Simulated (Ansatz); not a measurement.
Worked example: a bond strength in GeH2Cl (SMILES [Cl][GeH2])

GeH2Cl: 4 atoms, total charge 0, spin state doublet. SMILES: `[Cl][GeH2]`. Geometry: optimised at B3LYP/def2-SVP.

```xyz
4

Cl   -1.5852    0.3107    1.0079
Ge    0.1061   -0.4636   -0.1434
H     0.0842    0.2631   -1.5204
H     1.3948   -0.1102    0.6560
```

Wanted: the dissociation energy of the Ge2–Cl1 bond into singlet GeH2 and doublet Cl (shapes relaxed at B3LYP/def2-SVP, no zero-point term). 1 Eh = 2625.50 kJ/mol = 27.2114 eV. Totals in Eh; open shells run unrestricted unless said.

| level | program | GeH2Cl | singlet GeH2 | doublet Cl |
| --- | --- | --- | --- | --- |
| U-r2SCAN/def2-TZVPP | Ansatz | -2538.373107 | -2078.126405 | -460.116931 |
| UPBE0-D4/def2-TZVPP | Ansatz | -2537.999555 | -2077.876617 | -459.997429 |
| UB2PLYP/def2-TZVPP, 14 core orbitals frozen | Ansatz | -2537.910449 | -2077.771381 | -460.021993 |

Task: Work out the dissociation energy at each level.

Result: 
1. U-r2SCAN/def2-TZVPP: (-2078.126405) + (-460.116931) − (-2538.373107) = 0.129771 Eh = 340.7 kJ/mol = 3.53 eV.
2. UPBE0-D4/def2-TZVPP: (-2077.876617) + (-459.997429) − (-2537.999555) = 0.125509 Eh = 329.5 kJ/mol = 3.42 eV.
3. UB2PLYP/def2-TZVPP: (-2077.771381) + (-460.021993) − (-2537.910449) = 0.117075 Eh = 307.4 kJ/mol = 3.19 eV.

The levels span 307 to 341 kJ/mol; no measured value is set beside them. A fragment with an even electron count was run as a singlet and may have a lower triplet. A bond enthalpy at 298 K also holds the loss of zero-point energy and thermal terms.
